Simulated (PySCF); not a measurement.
Coordinates in bohr (charge -1 multiplicity 1):
```
Ta    0.0000    0.0000    0.0000
H     2.7359    0.0000    2.0972
H    -1.3680    2.3693    2.0972
H    -1.3679   -2.3693    2.0972
H     2.7359    0.0000   -2.0972
H    -1.3680    2.3693   -2.0972
H    -1.3679   -2.3693   -2.0972
```

Method: PySCF, PBE0, basis Ta def2-TZVPD with ECP60, H def2-TZVPD (scalar-relativistic core potentials, no spin–orbit coupling, density fitting).

This geometry of TaH₆⁻ is a stationary point at this level.

(1) What is the point group?

(2) Is it a minimum?

(3) List the harmonic modes with their infrared intensities.

(4) What are the dipole moment and the gap between the highest occupied and lowest empty levels?

Answers

(1) D3h.

(2) No: it has 1 imaginary mode, at 460i cm⁻¹ (a2'').

(3) 
```csv
symmetry,ω (cm⁻¹),"IR (km/mol, summed over degenerate members)"
a2'',460i,–
e'',205,0.0
e',581,30.0
a1'',698,0.0
e',720,10.9
a1',894,0.0
a2'',1655,1047
e'',1659,0.0
e',1665,1732
a1',1810,0.0
```

(4) 0.00 D about the centre of mass and 4.84 eV.

This need not be the most stable arrangement of these atoms. The lowest empty level of this anion is unbound, so it and the gap depend on the basis. At this level a singlet minimum of C3v symmetry lies 14 kJ/mol below this structure. No spin–orbit coupling is included, which matters more the heavier the element.
